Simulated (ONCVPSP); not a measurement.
## What one change does to a pseudopotential (thallium, ONCV)

thallium, optimised norm-conserving Vanderbilt (ONCV), made with ONCVPSP 4.0.1 (LDA (Perdew-Wang 92), fully relativistic). Core [Xe] 4f14, reference 5d10 6s2 6p1. Waves: 6s: rc 2.05 bohr, ncon 5, nbas 8, qcut 3.2 1/bohr, 2 projectors, debl 1.5 Ha; 6p: rc 3.25 bohr, ncon 4, nbas 9, qcut 2.2 1/bohr, 1 projector; 5d: rc 1.95 bohr, ncon 4, nbas 9, qcut 8.7 1/bohr, 1 projector. Local part: polynomial inside 1.80 bohr (lpopt 4, dvloc0 4 Ha). Core correction: Teter function, fcfact 3.25, rcfact 1.35.

Open shells are filled in proportion to 2j + 1.

Change: local potential polynomial inside 1.80 bohr (lpopt 4, dvloc0 3 Ha).

Cutoffs: the cutoffs (Ha) at which the residual kinetic energy of the hardest occupied pseudo-wave falls to 1 and 0.1 mHa per electron; they do not see the model core or the augmentation charge, which bear on the density cutoff. Errors are all-electron minus pseudo energies relative to the spin-unpolarised reference configuration.

Problem. How do hardness, ghosts and transferability respond?

Solution. The potential gets neither clearly harder nor softer (24 Ha and 30 Ha → 24 Ha and 30 Ha); of the 3 tests that both files solve, the error grows in 0 and shrinks in 1 by more than 15 % and 0.3 meV (median size 26.9 → 26.3 meV); neither file shows a bound ghost.

```csv
quantity,base,changed
"cutoff, loose",24 Ha,24 Ha
"cutoff, tight",30 Ha,30 Ha
bound ghosts,none,none
GHOST(+) flags under 300 eV,s at 94.7 eV,s at 87.7 eV
tests with a reliable result,3 of 4,3 of 4
"error for 5d10 6s2 6p0, meV [ΔE 5.51 eV]",-4.5,-4.5
"error for 5d10 6s1 6p0, meV [ΔE 26.71 eV]",-27,-27
"error for 5d9 6s2 6p2, meV [ΔE 14.50 eV]",-33,-26
s: phases at 2.08 bohr within 0.05 rad from the reference energy up to (Ha; the scan ends near 5),3.0,2.8
p3/2: phases at 3.30 bohr within 0.05 rad from the reference energy up to (Ha; the scan ends near 5),0.6,0.6
p1/2: phases at 3.30 bohr within 0.05 rad from the reference energy up to (Ha; the scan ends near 5),0.6,0.6
d5/2: phases at 1.98 bohr within 0.05 rad from the reference energy up to (Ha; the scan ends near 5),1.1,1.2
d3/2: phases at 1.98 bohr within 0.05 rad from the reference energy up to (Ha; the scan ends near 5),0.9,1.0
"rms error of d²Exc/dni dnj with the model core, mHa",3.98,3.98
```
